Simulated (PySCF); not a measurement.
C$_{2}$H$_{3}$O (SMILES [CH-]1CO1), charge -1, singlet, geometry from GFN2-xTB (in this run its highest filled SCF level lies above zero, so its values depend strongly on the basis, on diffuse functions most of all); PySCF with PBE/3-21G.

Input for PySCF:
```python
from pyscf import gto, scf, dft

mol = gto.Mole()
mol.atom = '''
    C     0.127583    0.839095   -0.405871
    O     0.013057   -0.004490    0.836683
    C     0.012670   -0.632532   -0.405193
    H    -0.935522    1.248997   -0.582296
    H    -0.913411   -1.197667   -0.639897
    H     0.902964   -1.254789   -0.604892
'''
mol.basis = '3-21g'
mol.charge = -1
mol.spin = 0
mol.verbose = 4
mol.build()

mf = dft.RKS(mol)
mf.xc = 'pbe'
mf.kernel()
mf.analyze()
```

Output, abridged:

```
PySCF version 2.14.0

[INPUT] verbose = 4
[INPUT] num. atoms = 6
[INPUT] num. electrons = 24
[INPUT] charge = -1
[INPUT] spin (= nelec alpha-beta = 2S) = 0
[INPUT] symmetry False subgroup None
[INPUT] Mole.unit = angstrom
[INPUT] Symbol           X                Y                Z      unit          X                Y                Z       unit  Magmom
[INPUT]  1 C      0.127583000000   0.839095000000  -0.405871000000 AA    0.241096928150   1.585659742492  -0.766985031903 Bohr   0.0
[INPUT]  2 O      0.013057000000  -0.004490000000   0.836683000000 AA    0.024674154008  -0.008484870299   1.581101723079 Bohr   0.0
[INPUT]  3 C      0.012670000000  -0.632532000000  -0.405193000000 AA    0.023942829998  -1.195312245023  -0.765703797591 Bohr   0.0
[INPUT]  4 H     -0.935522000000   1.248997000000  -0.582296000000 AA   -1.767880363505   2.360262260403  -1.100379963430 Bohr   0.0
[INPUT]  5 H     -0.913411000000  -1.197667000000  -0.639897000000 AA   -1.726096629165  -2.263262618429  -1.209230077931 Bohr   0.0
[INPUT]  6 H      0.902964000000  -1.254789000000  -0.604892000000 AA    1.706354660342  -2.371207554117  -1.143080214940 Bohr   0.0

nuclear repulsion = 67.501181794738
number of shells = 21
number of NR pGTOs = 54
number of NR cGTOs = 33
basis = 3-21g
ecp = {}

******** <class 'pyscf.dft.rks.RKS'> ********
method = RKS
initial guess = minao
damping factor = 0
level_shift factor = 0
DIIS = <class 'pyscf.scf.diis.CDIIS'>
diis_start_cycle = 1
diis_space = 8
diis_damp = 0
SCF conv_tol = 1e-09
SCF conv_tol_grad = None
SCF max_cycles = 50
direct_scf = True
direct_scf_tol = 1e-13
XC library pyscf.dft.libxc version 7.1.2
    S. Lehtola, C. Steigemann, M. J. T. Oliveira, and M. A. L. Marques,  SoftwareX 7, 1–5 (2018)
XC functionals = pbe
    J. P. Perdew, K. Burke, and M. Ernzerhof,  Phys. Rev. Lett. 77, 3865 (1996)
    J. P. Perdew, K. Burke, and M. Ernzerhof,  Phys. Rev. Lett. 78, 1396 (1997)
    J. P. Perdew, K. Burke, and M. Ernzerhof,  Phys. Rev. Lett. 77, 3865 (1996)
    J. P. Perdew, K. Burke, and M. Ernzerhof,  Phys. Rev. Lett. 78, 1396 (1997)
radial grids:
    Treutler-Ahlrichs [JCP 102, 346 (1995); DOI:10.1063/1.469408] (M4) radial grids

becke partition: Becke, JCP 88, 2547 (1988); DOI:10.1063/1.454033
pruning grids: <function nwchem_prune>
grids dens level: 3
symmetrized grids: False
atomic radii adjust function: <function treutler_atomic_radii_adjust>
small_rho_cutoff = 0
Set gradient conv threshold to 3.16228e-05
Initial guess from minao.
tot grids = 71744
init E= -152.261226642844
  HOMO = -0.227514641311093  LUMO = 0.00736517545012516  gap/eV = 6.39141
cycle= 1 E= -151.932699665001  delta_E= 0.329  |g|= 0.681  |ddm|= 2.45
  HOMO = 0.28355960338412  LUMO = 0.326500392079074  gap/eV = 1.16848
cycle= 2 E= -151.50219003747  delta_E= 0.431  |g|= 1.54  |ddm|= 4.03
  HOMO = 0.191156398540452  LUMO = 0.336591518676745  gap/eV = 3.95749
cycle= 3 E= -152.024605014535  delta_E= -0.522  |g|= 0.256  |ddm|= 3.41
  HOMO = 0.151819889645725  LUMO = 0.324272394187761  gap/eV = 4.69267
cycle= 4 E= -152.038448752835  delta_E= -0.0138  |g|= 0.098  |ddm|= 0.394
  HOMO = 0.164497715448152  LUMO = 0.322516742291869  gap/eV = 4.29992
cycle= 5 E= -152.040742222912  delta_E= -0.00229  |g|= 0.0279  |ddm|= 0.165
  HOMO = 0.163558370210204  LUMO = 0.324426222310686  gap/eV = 4.37744
cycle= 6 E= -152.04093775387  delta_E= -0.000196  |g|= 0.00963  |ddm|= 0.0408
  HOMO = 0.163676067377355  LUMO = 0.324113874912273  gap/eV = 4.36574
cycle= 7 E= -152.040963524744  delta_E= -2.58e-05  |g|= 0.00103  |ddm|= 0.017
  HOMO = 0.163633015709111  LUMO = 0.324194728755826  gap/eV = 4.36911
cycle= 8 E= -152.040963936826  delta_E= -4.12e-07  |g|= 0.000198  |ddm|= 0.00314
  HOMO = 0.163621961585917  LUMO = 0.324179983287724  gap/eV = 4.36901
cycle= 9 E= -152.040963947344  delta_E= -1.05e-08  |g|= 2.43e-05  |ddm|= 0.000404
  HOMO = 0.163618961491457  LUMO = 0.324180243937052  gap/eV = 4.36910
cycle= 10 E= -152.040963947586  delta_E= -2.42e-10  |g|= 4.54e-06  |ddm|= 7.05e-05
  HOMO = 0.163619779917973  LUMO = 0.324180311834117  gap/eV = 4.36907
Extra cycle  E= -152.04096394758  delta_E= 5.91e-12  |g|= 7.81e-06  |ddm|= 2.34e-05
converged SCF energy = -152.04096394758
**** SCF Summaries ****
Total Energy =                        -152.040963947579883
Nuclear Repulsion Energy =              67.501181794737988
One-electron Energy =                 -346.438769942437091
Two-electron Energy =                  126.896624200119220
Two-electron Coulomb Energy =          147.455078997795994
DFT Exchange-Correlation Energy =      -20.558454797676774
HOMO-LUMO gap [eV] =                     4.369074613546720
**** MO energy ****
MO #1   energy= -18.3850144213127  occ= 2
MO #2   energy= -9.62396001069461  occ= 2
MO #3   energy= -9.54287788752632  occ= 2
MO #4   energy= -0.714857206344146 occ= 2
MO #5   energy= -0.326539554718838 occ= 2
MO #6   energy= -0.269066519136492 occ= 2
MO #7   energy= -0.17473853964134  occ= 2
MO #8   energy= -0.117770135390617 occ= 2
MO #9   energy= -0.0527239069591001 occ= 2
MO #10  energy= 0.0183047568273262 occ= 2
MO #11  energy= 0.0472332622316576 occ= 2
MO #12  energy= 0.163619779917973  occ= 2
MO #13  energy= 0.324180311834117  occ= 0
MO #14  energy= 0.359836128526038  occ= 0
MO #15  energy= 0.372702527168349  occ= 0
MO #16  energy= 0.373141135648483  occ= 0
MO #17  energy= 0.412050476128777  occ= 0
MO #18  energy= 0.540633018344941  occ= 0
MO #19  energy= 0.885955837436822  occ= 0
MO #20  energy= 0.937289158143037  occ= 0
 ** Mulliken pop on meta-lowdin orthogonal AOs  **
 ** Mulliken pop  **
pop of  0 C 1s            1.99945
pop of  0 C 2s            1.43495
pop of  0 C 3s            0.01373
pop of  0 C 2px           1.27887
pop of  0 C 2py           0.99641
pop of  0 C 2pz           0.73062
pop of  0 C 3px           0.00685
pop of  0 C 3py           0.01173
pop of  0 C 3pz           0.00393
pop of  1 O 1s            1.99964
pop of  1 O 2s            1.76272
pop of  1 O 3s            0.00439
pop of  1 O 2px           1.90142
pop of  1 O 2py           1.38729
pop of  1 O 2pz           1.37820
pop of  1 O 3px           0.00141
pop of  1 O 3py           0.00162
pop of  1 O 3pz           0.00081
pop of  2 C 1s            1.99942
pop of  2 C 2s            0.99474
pop of  2 C 3s            0.00324
pop of  2 C 2px           1.06830
pop of  2 C 2py           1.07105
pop of  2 C 2pz           0.92942
pop of  2 C 3px           0.00768
pop of  2 C 3py           0.00468
pop of  2 C 3pz           0.00585
pop of  3 H 1s            1.02978
pop of  3 H 2s            0.00516
pop of  4 H 1s            0.98142
pop of  4 H 2s            0.00779
pop of  5 H 1s            0.96971
pop of  5 H 2s            0.00771
 ** Mulliken atomic charges  **
charge of    0C =     -0.47653
charge of    1O =     -0.43751
charge of    2C =     -0.08437
charge of    3H =     -0.03495
charge of    4H =      0.01079
charge of    5H =      0.02258

WARN: System has nonzero charge -1; the dipole moment is origin-dependent.
Location of origin: [0. 0. 0.]

Dipole moment(X, Y, Z, Debye): -1.18542, -2.78632,  0.23239
```
